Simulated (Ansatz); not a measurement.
A structure relaxed at PBE0-D4/def2-TZVP, charge 0, multiplicity 1:

```xyz
8

O     1.433    0.533    0.368
C     0.500   -0.349   -0.215
B    -1.006   -0.009   -0.029
F    -1.333    1.077    0.663
H     0.952    1.230    0.821
H     0.659   -1.372    0.166
H     0.692   -0.436   -1.298
H    -1.896   -0.674   -0.477
```

(1) Give its formula and SMILES.

(2) Point group (tolerance 0.08 Å, 0.16 Å for H)?

(3) Summarise the bond lengths by kind.

Answers

(1) CH4BFO, `OCBF`.

(2) Cs.

(3) 1 × C–O 1.411 Å; 1 × H–O 0.961 Å; 1 × B–C 1.555 Å; 2 × C–H 1.103 Å; 1 × B–F 1.328 Å; 1 × B–H 1.198 Å.

Program: Ansatz 0.2.0.
